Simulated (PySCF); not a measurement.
**How methods differ on the ionisation energy of Sn**

Sn [Kr] 4d10 5s2 5p2 (3P) → Sn⁺ [Kr] 4d10 5s2 5p1 (2P), as a difference of total energies. All numbers are calculated (PySCF 2.14, scalar relativity by spin-free X2C-1e, in x2c-TZVPall (8s6p4d2f, 60 functions)). Correlated levels: valence: [Kr] 4d10 frozen. The calculations carry no spin-orbit coupling.

```csv
method,ionisation energy (eV),error (eV)
UHF,6.859,-0.530
B3LYP,7.270,-0.119
PBE0,7.309,-0.080
MP2 (valence),7.143,-0.246
SCS-MP2 (valence),7.081,-0.308
```

Reference: 7.389 eV (measured; NIST levels, between the centres of gravity of the two terms).

Errors of the correlated levels include the incompleteness of this basis and the frozen core.
